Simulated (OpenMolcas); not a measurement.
**Ag VII: CASPT2 settings compared**

```json
{
  "Program": "OpenMolcas 26.06",
  "Basis": "ANO-R2 [7s5p4d2f1g]",
  "Scalar Hamiltonian": "X2C, finite nucleus",
  "Active space": "5 electrons in 5 orbitals (4d)",
  "State averaging": "2S+1 = 6 even, 1 root; 2S+1 = 4 even, 17 roots kept (CI in the orbitals of an earlier block); 2S+1 = 2 even, 13 roots kept (CI in the orbitals of an earlier block, 0 in the spin-orbit step)",
  "Spin-orbit coupling": "state interaction with AMFI integrals over the reference wave functions, term energies averaged over their components"
}
```

Methods on the same reference wave functions:
A. CASSCF
B. SS-CASPT2, IPEA 0.15 Eh, imaginary shift 0.25 Eh (closed shells correlated: 4s 4p)
C. XMS-CASPT2, IPEA 0.4 Eh, imaginary shift 0.5 Eh (closed shells correlated: 3d 4s 4p)
D. XMS-CASPT2, IPEA 0.35 Eh, real shift 0.2 Eh (closed shells correlated: 4s 4p)

Energies in cm⁻¹ above 4d⁵ ⁶S_5/2, the measured ground level; measured values from the list in Gamrath, thesis, University of Mons (2023).

```
            Level      A      B      C      D  Measured
       4d⁵ ⁶S_5/2    0.0    0.0    0.0    0.0       0.0
       4d⁵ ⁴G_9/2  36567  32940  32570  32710     30907
       4d⁵ ⁴G_7/2  36567  32940  32570  32710     30378
       4d⁵ ⁴G_5/2  36567  32940  32570  32710     29390
      4d⁵ ⁴G_11/2  36567  32940  32570  32710     30662
4d⁵ ⁴P_3/2 [57 %]  40302  35200  34680  34880     32994
```

Deviations, from unrounded energies. A percentage is the sum of absolute deviations over the sum of measured energies, with the sign that they share, or ± where signs differ.

| Against measurement | Levels | A | B | C | D |
| --- | --- | --- | --- | --- | --- |
| mean absolute deviation (cm-1) | 5 | 6400 | 2500 | 2100 | 2300 |
| other terms of the ground configuration (%) | 5 | +20.9 | +8.2 | +6.9 | +7.4 |

C lies closest to measurement on these levels and A furthest from it. The largest miss of C in the table is 4d⁵ ⁴G_5/2, by +3200 cm-1. The ranking rests on the paired levels alone, and a cruder setting can come out closer through cancelling errors.

Among B to D the level of the table that moves most is 4d⁵ ⁴P_3/2 [57 %], by 520 cm-1 (lowest in C, highest in B). Moves below CASPT2's spread within the term are not significant.

The mean deviations of B to D differ by less than CASPT2's widest spread within a term (1300 cm-1), so their order carries little weight.

The lowest spin-free term lies below A's lowest term by 0.366 hartree in B, 0.413 hartree in C, 0.357 hartree in D.

CASPT2 breaks the degeneracy within a term, and the mean is taken; among the terms shown or strongly mixed into the levels shown the widest spread is 1300 cm-1 (4d⁵ ⁴G, C). Some high roots are left out of the spin-orbit mixing, which shifts the levels that they would mix with. Terms from blocks run as CI alone lack orbitals of their own. Without dynamic correlation excited terms often stand tens of per cent too high (terms of higher spin than the ground term too low), and those without a measured partner can miss by more than the paired ones (holds for A). Measured partners are found by configuration, term and J. A level has none where our copy of the source lacks it or the pairing is in doubt (some pairs that miss far off the trend of their configuration count as doubtful), and it then counts in no deviation. Only configurations of the active space appear. The table leaves out levels that lie high or whose names do not pair safely across all columns.

A share in square brackets marks a mixed level and gives the weight of the term that names it, the lowest over the columns.
